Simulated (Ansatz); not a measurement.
Cost and result up the ladder for the cluster TlCl₂ (3 atoms). Total charge 0; doublet. Geometry: r2SCAN-D4/def2-TZVP.

Cartesian coordinates in Å:
```
Tl -0.622 -0.176 0.309
Cl 1.189 0.502 1.849
Cl -0.567 -0.326 -2.158
```

Ansatz on 4 threads of Arm Neoverse V2 on a shared host. Times are rough, and most runs start from the orbitals of an earlier one. CAM-B3LYP-D4/def2-TZVP serves as the yardstick here, not as an exact answer. Differences are given only for rows in sets of like size (and for xTB, whose basis is part of the method), since another set adds its own error. Binding counts from free atoms at the same level (Tl doublet, Cl doublet; other spins of the atoms weren't run), without zero-point energy or a counterpoise term.

In the def2 sets Tl takes a core potential; there is no spin–orbit coupling. B3LYP takes the VWN-RPA correlation. Correlated methods freeze 14 core orbitals; core or outer-core shells of Tl are correlated, in sets that lack core-valence functions. The structure comes from a short search, and lower isomers may exist.

Correlated methods converge slowly with the basis.

| level | functions | wall time |
| --- | --- | --- |
| PBE-D4/def2-SVP | 62 | 0.6 s |
| PBE0-D4/def2-SVP | 62 | 0.9 s |
| MP2/def2-TZVP | 124 | 1.1 s |
| PBE-D4/def2-TZVP | 124 | 1.2 s |
| BLYP-D4/def2-TZVP | 124 | 1.6 s |
| PBE-D4/def2-TZVPD | 148 | 1.9 s |
| CAM-B3LYP-D4/def2-TZVP | 124 | 2.1 s |
| B3LYP-D4/def2-TZVP (with forces) | 124 | 2.2 s |
| RPA@PBE/def2-TZVP | 124 | 2.2 s |
| PBE0-D4/def2-TZVP | 124 | 2.6 s |
| B2PLYP/def2-TZVP | 124 | 2.7 s |
| r2SCAN-D4/def2-TZVPD | 148 | 4.4 s |
| CCSD(T)/def2-TZVPP | 134 | 15 s |
| CCSD(T)/def2-TZVPD | 148 | 22 s |

Problem. Estimate what each level gives for the binding energy per atom (eV).

Solution. 
```csv
level,binding energy per atom (eV),difference from CAM-B3LYP-D4/def2-TZVP (eV)
PBE-D4/def2-SVP,1.99,–
PBE0-D4/def2-SVP,1.88,–
MP2/def2-TZVP,1.79,-0.02
PBE-D4/def2-TZVP,2.00,0.19
BLYP-D4/def2-TZVP,1.88,0.07
PBE-D4/def2-TZVPD,2.00,0.19
CAM-B3LYP-D4/def2-TZVP,1.81,0.00
B3LYP-D4/def2-TZVP (with forces),1.84,0.03
RPA@PBE/def2-TZVP,1.52,-0.29
PBE0-D4/def2-TZVP,1.90,0.09
B2PLYP/def2-TZVP,1.79,-0.02
r2SCAN-D4/def2-TZVPD,1.95,0.14
CCSD(T)/def2-TZVPP,1.73,-0.08
CCSD(T)/def2-TZVPD,1.75,-0.06
```
